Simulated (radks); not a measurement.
The numbers below are computed, except where a source is named.
The mean radii <r> (bohr) of the occupied orbitals of an atom or ion are listed with their occupations. Level of theory: scalar-relativistic Kohn-Sham, LDA (Slater exchange, Perdew-Wang correlation), spin-polarised, spherical densities, finite nucleus; Fermi nuclear charge, rms radius of each element as measured or else 0.836 A^(1/3) + 0.57 fm (a radial shooting solver on a logarithmic mesh with Libxc functionals).

orbital  occ.      <r>
1s up       1  0.05855
1s down     1  0.05855
2s up       1   0.2677
2s down     1   0.2674
2p up       3   0.2359
2p down     3   0.2356
3s up       1   0.8163
3s down     1   0.8184
3p up       3   0.8659
3p down     3   0.8700
3d up       5    1.187
3d down     2    1.266

Name the element and its charge. Open shells, if any, are filled with parallel spins first.

Answer. Z = 26, iron, charge +1: Fe+ in [Ar] 3d7. The 1s radius gives Z: for a bare nucleus <r> = (2 gamma + 1)/(2Z) with gamma = sqrt(1 - (Z/c)^2), 0.05699 bohr for Z = 26, and screening makes it slightly larger (0.05855 here). The occupations add up to 25, and the charge is Z minus that.
